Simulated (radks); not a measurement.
The niobium ion Nb2+ inside a hard spherical wall (all orbitals vanish at R), configuration held at [Kr] 4d3 and not refilled when levels cross. Method: scalar-relativistic Kohn-Sham, PBEsol, spin-unpolarised, spherical densities, point nucleus; computed with a radial shooting solver on a logarithmic mesh with Libxc functionals. Eigenvalues in eV, with the zero of energy where the potential of the charges vanishes at infinity; a dash marks a level that is unbound or too diffuse for the functional's potential to be trusted. A positive occupied level is held by the wall or, in an anion where self-interaction has pushed it up, behind a barrier. The pressure on the wall is -dE/dV.

R (bohr)  E (hartree)  kinetic (hartree)    e(3d)    e(4s)    e(4p)    e(4d)  e(5s, empty)  e(5p, empty)  pressure (GPa)
free      -3816.73733           3929.580  -213.97  -75.829  -51.828  -19.079       -16.814       -12.062               0
15        -3816.73733           3929.580  -213.97  -75.829  -51.828  -19.079       -16.814       -12.062        < 0.0001
7         -3816.73698           3929.585  -213.94  -75.804  -51.805  -19.057       -16.736       -11.767          0.0326
6         -3816.73500           3929.603  -213.84  -75.710  -51.715  -18.967       -16.450       -11.088           0.279
3         -3816.14520           3932.744  -205.42  -69.293  -45.377  -10.331         9.158        22.917             329
2.5       -3814.90031           3938.723  -195.45  -62.075  -37.523    0.587        40.636        59.067            1650
2         -3810.20007           3958.092  -171.93  -42.595  -15.422   29.253        120.81        145.54           10200
